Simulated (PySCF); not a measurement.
**UHF on S³⁺ (sulfur, charge +3)**

Configuration: [Ne] 3s2 3p1, 2P determinant. Computed with PySCF 2.14 in aug-cc-pwCVQZ (10s9p7d5f3g, 134 functions), with no relativity, point nucleus.

```
Total energy                                                  : -395.083038 hartree
One-electron energy                                           : -526.6723 hartree
Hartree (Coulomb) energy                                      : 155.5835 hartree
Exchange energy                                               : -23.9942 hartree
Kinetic energy                                                : 395.08287 hartree
⟨S²⟩                                                          : 0.7620
⟨L²⟩                                                          : 2.036
Sum of ⟨r⟩                                                    : 8.536 bohr
Sum of ⟨r²⟩                                                   : 10.63 bohr²
Traceless quadrupole moment −½Σ⟨3z² − r²⟩ along its main axis : -1.32 e·bohr²
Density at the nucleus (Gaussians lack the cusp)              : 2650 bohr⁻³
Spin density at the nucleus                                   : 0.00700 bohr⁻³
Langevin diamagnetic susceptibility                           : -8.42 ×10⁻⁶ cm³/mol
```

| shell | electrons | mean orbital energy (hartree) | spread (hartree) | rms radius, mean of both spins (bohr) |
| --- | --- | --- | --- | --- |
| 1s α | 1 | -93.59907 | 0 | 0.113 |
| 1s β | 1 | -93.58472 | 0 | 0.113 |
| 2s α | 1 | -10.54637 | 0 | 0.516 |
| 2s β | 1 | -10.53277 | 0 | 0.516 |
| 2p α | 3 | -8.22442 | 0.02638 | 0.490 |
| 2p β | 3 | -8.19893 | 0.03024 | 0.490 |
| 3s α | 1 | -2.18009 | 0 | 1.64 |
| 3s β | 1 | -2.05128 | 0 | 1.64 |
| 3p α | 1 | -1.72941 | 0 | 1.79 |

Spin-orbit constants ζ (cm⁻¹) from the X2C one-electron operator on these orbitals (non-relativistic here): bare nucleus, nucleus screened by l(l+1)(2l+1)/3 electrons, and screened by the Breit-Pauli mean field of the electrons.

```
shell   bare  screened nucleus  mean field
   2p   7471              6538        6117
   3p  699.3             611.9       566.1
```

To first order the Landé constant is A = 566.1 cm⁻¹, so the lowest level has J = 1/2 and lies 0.0702 eV below the centre of the term.
